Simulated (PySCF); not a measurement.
SMILES C[SiH2]c1ccc([SiH](Cl)Cl)cc1 (C7H10Cl2Si2), singlet, GFN2-xTB optimised geometry.

```
21

Si    -0.78     0.71     0.00
Cl     1.24     0.71     0.00
Cl    -1.43    -0.19     1.69
C     -1.41    -0.25    -1.50
C     -2.22     0.36    -2.46
C     -2.68    -0.35    -3.55
C     -2.35    -1.69    -3.74
C     -1.53    -2.29    -2.78
C     -1.07    -1.59    -1.69
Si    -3.00    -2.67    -5.22
C     -4.60    -3.55    -4.70
H     -1.24     2.09     0.00
H     -2.49     1.40    -2.34
H     -3.30     0.15    -4.28
H     -1.26    -3.33    -2.90
H     -0.44    -2.09    -0.96
H     -3.27    -1.73    -6.32
H     -1.99    -3.65    -5.63
H     -4.42    -4.23    -3.87
H     -5.36    -2.84    -4.38
H     -5.01    -4.13    -5.52
```

Density from PBE0/def2-SVP in PySCF at that geometry.

Minimum of the electron density along straight lines between bonded atoms, close to the bond critical point (lines longer than 1.1 times the sum of covalent radii, or with two minima, are not listed):

```tsv
bond	length / Å	ρ at the minimum / e bohr⁻³	∇²ρ there / e bohr⁻⁵	position (fraction from the first atom)
Si1–Cl2	2.022	0.097	0.32	0.37
Si1–Cl3	2.023	0.097	0.31	0.37
Si1–C4	1.887	0.117	0.32	0.38
C4–C5	1.393	0.305	-0.76	0.50
C5–C6	1.381	0.314	-0.81	0.50
C6–C7	1.391	0.307	-0.77	0.50
C7–C8	1.392	0.307	-0.77	0.50
C4–C9	1.395	0.305	-0.76	0.50
C8–C9	1.381	0.314	-0.81	0.50
C7–Si10	1.892	0.112	0.34	0.62
Si10–C11	1.900	0.111	0.31	0.38
Si1–H12	1.457	0.123	0.32	0.49
C5–H13	1.081	0.284	-1.08	0.63
C6–H14	1.081	0.284	-1.08	0.63
C8–H15	1.081	0.284	-1.08	0.63
C9–H16	1.082	0.284	-1.08	0.63
Si10–H17	1.468	0.116	0.33	0.49
Si10–H18	1.468	0.116	0.33	0.49
C11–H19	1.087	0.271	-0.97	0.63
C11–H20	1.087	0.272	-0.97	0.63
C11–H21	1.086	0.272	-0.97	0.62
```
